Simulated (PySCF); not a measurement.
**Shapes and spin states of IrH2**

Method: PBE0/[Ir def2-TZVP with ECP60, H def2-TZVP], scalar-relativistic core potentials, density fitting, no spin–orbit coupling, PySCF.

Relaxations began from a few typed shapes and spin states; open shells are unrestricted. The search is not exhaustive: other isomers or separated fragments can lie lower, and high-lying points may rest on an excited occupation.

Problem. Order these stationary points by electronic energy, lowest first, in kJ/mol from the lowest minimum.
A. quartet D∞h: Ir–H 1.696 Å (×2); H–Ir–H 180.0°
B. quartet C2v: H–H 0.855 Å, Ir–H 1.794 Å (×2); H–H–Ir 76.2° (×2), H–Ir–H 27.6°
C. quartet C2v: Ir–H 1.638 Å (×2); H–Ir–H 141.1°
D. quartet C2v: Ir–H 1.636 Å (×2); H–Ir–H 139.1°
E. broken-symmetry Ms = 1/2 (⟨S²⟩ 1.76) C2v: Ir–H 1.632 Å (×2); H–Ir–H 137.9°
F. doublet C2v: Ir–H 1.539 Å (×2); H–Ir–H 89.8°

Solution. F (0.0), D (125.5), C (132.4), E (156.7), B (170.8), A (188.4).

Problem. Which of them are minima?

Solution. By energy in kJ/mol, 0.0: minimum; 125.5: minimum; 132.4: minimum; 156.7: minimum; 170.8: minimum; 188.4: saddle point, 2 imaginary modes.

Formally Ir is in oxidation state +2, d7, with 1 unpaired electron (the high-spin count would be 3). The Mulliken spin on Ir is 1.06. The polar-tensor charge on Ir, 0.32, is far below the formal one.

For the lowest minimum: with open d or f shells other occupations or spin states may lie lower. No spin–orbit coupling is included, which matters more the heavier the element.

The electron or spin density has lower symmetry than the nuclear frame for the quartet D∞h at 188.4 kJ/mol.
